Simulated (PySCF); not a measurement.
C4H8SSi.
SMILES with atom numbers: `[SiH3:1][S:2][C:3]1=[CH:4][CH2:5][CH2:6]1`

Cartesian coordinates in Å at the GFN2-xTB level; atoms count from 1:
```xyz
14
C4H8SSi angstrom
Si     2.765   -0.146    0.221
S      1.231    1.005   -0.752
C     -0.212    0.363   -0.011
C     -0.501   -0.565    0.904
C     -1.985   -0.323    0.814
C     -1.646    0.752   -0.250
H      3.974    0.388   -0.379
H      2.545   -1.552   -0.096
H      2.678    0.096    1.655
H      0.081   -1.244    1.498
H     -2.446    0.068    1.720
H     -2.572   -1.162    0.443
H     -1.896    1.775    0.024
H     -2.016    0.545   -1.252
```

Probes without a nucleus sit at each ring's centroid and 1 Å off its mean plane on both sides; NICS is minus the shielding there, NICSzz its component along the normal. Level: GIAO PBE0/pcSseg-1 (PySCF, non-relativistic, gas phase) on the GFN2-xTB geometry, one conformer.

Ring bond lengths (Å), with Mayer bond orders in brackets: C3–C4 1.335 (1.68), C4–C5 1.506 (1.04), C5–C6 1.550 (1.05), C6–C3 1.504 (1.04).

Q: What do the NICS probes read (ppm)?

A: 
| ring | type | NICS(0) | NICS(1), two faces | NICS(1)zz, two faces | rms pucker (Å) | centre to ring atoms, mean (Å) |
| --- | --- | --- | --- | --- | --- | --- |
| C3–C4–C5–C6 | 4-membered carbocycle; formal bonds 1 double, 3 single | -0.6 | -2.2 / -2.2 | 0.2 / 0.3 | 0.00 | 1.04 |

Q: What can be read from them?

A: 
- C3–C4–C5–C6: mean NICS(1)zz 0.3 ppm, near zero. C5, C6 have four or more neighbours, and the NICS criterion for π rings isn't applied.

Q: At the second NICS(1) probe listed for ring C3–C4–C5–C6, 1 Å off the ring, what do the in-plane components average?

A: The isotropic value is a third of the trace: (3 × -2.2 − (0.3))/2 = -3.5 ppm.
